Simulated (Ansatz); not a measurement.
The same path of CH₁₀N₂OSi₂ (16 atoms, charge 0, multiplicity 1) was run twice with different band settings. The coordinate that changes most is the dihedral H13–Si5–N6–H15.

Theory: Ansatz 0.2.0, RKS PBE0-D4/def2-SVP.

Relaxed end points:

```xyz
16
Properties=species:S:1:pos:R:3
N 2.527 -1.117 -1.233
C 1.942 0.046 -0.568
Si 0.358 -0.402 0.362
O -0.604 -1.276 -0.702
Si -1.171 1.305 0.907
N -2.672 0.484 0.459
H 1.817 -1.572 -1.808
H 2.811 -1.813 -0.545
H 2.686 0.503 0.106
H 1.718 0.818 -1.325
H 0.734 -1.257 1.539
H -1.506 -0.908 -0.699
H -1.138 1.858 2.303
H -1.059 2.464 -0.034
H -3.454 1.066 0.173
H -3.012 -0.221 1.110
```

```xyz
16
Properties=species:S:1:pos:R:3
N 2.328 -1.098 -1.393
C 1.694 0.080 -0.801
Si 0.472 -0.393 0.564
O -0.534 -1.590 -0.052
Si -1.168 1.183 1.180
N -2.471 0.628 0.121
H 1.608 -1.767 -1.667
H 2.897 -1.578 -0.697
H 2.470 0.767 -0.419
H 1.175 0.645 -1.596
H 1.259 -0.942 1.714
H -1.449 -1.257 -0.080
H -1.674 0.981 2.573
H -0.812 2.635 1.037
H -2.394 0.876 -0.863
H -3.425 0.806 0.426
```

Common settings: spring 5.0 eV/Å²; optimiser quadratic models (default); start path through a guess of the saddle point; force threshold 0.05 eV/Å; end points relaxed.

| run | movable images | climbing image | iteration limit |
| --- | --- | --- | --- |
| 1 | 7 | yes | 42 |
| 2 | 3 | no | 60 |

(1) What does each run give, and how far can it be trusted?

Results:

(1) Run 1: converged after 11 iterations, highest image 0.035 eV above the first end. A vibrational analysis at the climbing image gives one clearly imaginary mode, 164i cm⁻¹: a first-order saddle point.
Run 2: converged after 14 iterations, highest image 0.035 eV above the first end. No image climbed, so the highest image needn't sit at the top of the path. So few images can step over the top or miss a turn of the path.
